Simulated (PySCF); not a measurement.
# How the method changes the constants of LaCl

State: triplet, about 0.1 electrons in the 4f shell (Mulliken). Set-up: basis La x2c-TZVPall, Cl x2c-TZVPall; spin-free X2C with a Gaussian nucleus; PySCF 2.14. De refers to La (5d1 6s2) + Cl in their high-spin ground configurations, without counterpoise correction. The functionals are run spin-unrestricted. A positive dipole means La(−)Cl(+).

| Level | Re (Å) | ωe (cm⁻¹) | De (eV) | μ (D) | CPU s a point (SCF and correlation, without the integrals) |
| --- | --- | --- | --- | --- | --- |
| UHF | 2.636 | 301 | n/a | -5.05 | 2.5 |
| UHF-MP2 | 2.557 | 333 | n/a | n/a | 4.4 |
| UHF-SCS-MP2 | 2.575 | 326 | n/a | n/a | n/a |
| UHF-CCSD | 2.582 | 324 | 4.82 | n/a | n/a |
| UHF-CCSD(T) | 2.574 | 327 | 4.84 | n/a | 180 |
| LDA | 2.495 | 344 | 5.83 | -3.87 | 2.6 |
| PBE | 2.537 | 324 | 5.26 | -4.23 | 3.9 |
| r²SCAN | 2.549 | 324 | 5.28 | -4.68 | 4.3 |
| PBE0 | 2.540 | 327 | 5.19 | -4.61 | 6.8 |
| B97-3 | 2.561 | 317 | 4.91 | -4.55 | 3.8 |
| HSE06 | 2.544 | 326 | 5.17 | -4.61 | 11 |

The bond length runs from 2.495 Å (LDA) to 2.636 Å (UHF). De spans 4.82 eV (UHF-CCSD, coupled cluster) to 5.83 eV (LDA, local density).

Correlated steps freeze 23 core orbitals. These are scalar-relativistic numbers at best; spin–orbit coupling would shift them, the dissociation energy most. With d or f electrons several states lie close, and the lowest PBE0 determinant need not be the measured ground state.

The whole job (state search and all levels along the bond) took about 11 min on 4 threads of INTEL XEON PLATINUM 8581C @ 2.30GHz (shared host), peak memory 5.8 GiB.
